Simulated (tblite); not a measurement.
Compound: C4H8FNSi2.
Geometry (GFN2-xTB, Å), atoms numbered from 1 in this order:
```
atom  x, y, z in Å
N1    -0.483    0.890    2.866
C2    -0.450    1.065    1.738
C3    -0.409    1.227    0.296
F4    -1.513    1.951   -0.120
C5    -0.410   -0.144   -0.329
Si6   -2.131   -0.760   -0.839
C7     0.725   -0.830   -0.452
Si8    2.456   -0.272    0.056
H9     0.477    1.818    0.023
H10   -1.975   -2.168   -1.205
H11   -2.586    0.037   -1.976
H12   -3.022   -0.603    0.309
H13    0.643   -1.818   -0.887
H14    2.475    0.060    1.481
H15    2.811    0.917   -0.728
H16    3.384   -1.360   -0.242
```

Method: GFN2-xTB as coded in tblite; computed harmonic values from a numerical Hessian at the method's own geometry, unscaled. The method is semi-empirical: single wavenumbers can be off by several per cent or more. Modes of hydrogen on silicon can be 10 to 20 % off. One conformer, not necessarily the lowest.

Harmonic wavenumbers (cm⁻¹): 39.3, 80.7, 93.1, 112.3, 138.2, 155.2, 159.7, 223.0, 295.5, 351.4, 427.6, 485.3, 521.0, 548.2, 564.4, 581.9, 622.2, 694.1, 765.5, 768.2, 775.4, 779.5, 783.5, 791.9, 805.0, 816.7, 948.3, 1034.2, 1079.0, 1174.1, 1240.8, 1276.3, 1643.7, 2224.2, 2271.8, 2275.2, 2288.2, 2291.4, 2293.6, 2402.3, 2880.7, 3037.1.

A = 1587, B = 1053, C = 779.1 MHz; mass 145.018 u (most abundant isotopes); point group C1, symmetry number 1.

**Question.** What is the zero-point energy?

**Answer.** Half the sum of the wavenumbers: 21370 cm⁻¹ = 61.10 kcal/mol.

**Question.** What is S at 500 K and 1 bar for an ideal gas of classical rigid rotors and harmonic oscillators?

**Answer.** Translation 43.42, rotation 31.43, vibration 56.89: S = 131.7 cal/(mol K).

**Question.** And Cp and H(500 K) − H(0)?

**Answer.** Cp = 57.42 cal/(mol K), of which vibrations give 49.47 (their classical limit is 42 R = 83.5); H(500 K) − H(0) = 18.05 kcal/mol without the zero-point energy, 14.08 from vibrations.

**Question.** Blend soft modes into free rotors: weight 1/[1 + (100 cm⁻¹/ν̃)⁴] for the oscillator and the rest for a rotor with moment μB/(μ + B), μ = h/(8π²ν), B = 10⁻⁴⁴ kg m². What vibrational entropy results?

**Answer.** 52.58 cal/(mol K) in place of 56.89, which changes −T·S at 500 K by +2.16 kcal/mol.

**Question.** Which modes carry the vibrational entropy at 500 K?

**Answer.** 39.3 cm⁻¹: 6.32; 80.7 cm⁻¹: 4.89; 93.1 cm⁻¹: 4.61; 112.3 cm⁻¹: 4.24; 138.2 cm⁻¹: 3.83; 155.2 cm⁻¹: 3.61 cal/(mol K); the other 36 give 29.39 together.

**Question.** What must be added to the electronic energy to get the Gibbs energy at 500 K and 1 bar?

**Answer.** ZPE + [H(500 K) − H(0)] − T·S = 61.10 + 18.05 − 65.87 = 13.28 kcal/mol.

Hindered rotation and anharmonicity are outside this model. Other conformers, if any are populated, would add a mixing term that is left out. The structure is chiral; the term R ln 2 for an equal mix with its mirror image is left out.
